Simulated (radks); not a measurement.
The numbers below are computed, except where a source is named.
The table gives one normalised radial function P(r) = r R(r) of Pm in [Xe] 4f5 6s2 (r in bohr). Code: a radial shooting solver on a logarithmic mesh with Libxc functionals. Model: scalar-relativistic Kohn-Sham, LDA (Slater exchange, VWN5 correlation), spin-polarised, spherical densities, point nucleus; open shells are filled with parallel spins first (spin-orbit coupling, left out, can overturn this in heavy ions).

r	P
0.003305	0.0000
0.004516	0.0000
0.006169	0.0000
0.008428	0.0000
0.01142	0.0000
0.0156	0.0001
0.02132	0.0003
0.02912	0.0010
0.03979	0.0029
0.05392	0.0081
0.07367	0.0217
0.1006	0.0539
0.1375	0.1224
0.1863	0.2447
0.2546	0.4380
0.3478	0.6740
0.4751	0.8742
0.6439	0.9470
0.8797	0.8701
1.202	0.6923
1.642	0.4896
2.225	0.3190
3.04	0.1929
4.153	0.1136
5.673	0.0649
7.689	0.0346
10.5	0.0156
14.35	0.0058

Which n and l does it have? It may be an empty orbital.

Answer. n = 4, l = 3: the number of nodes gives n - l - 1 = 0, the rise at small r (about r^(l+1), flatter next to the nucleus through relativity) gives l, and the extent must fit the shell. The curve is that of 4f down; the table hardly tells the two spins apart. 4f down (empty): eigenvalue -0.262 eV, 0 radial nodes, <r> = 1.19 bohr, 90 % of the charge inside 2.17 bohr.
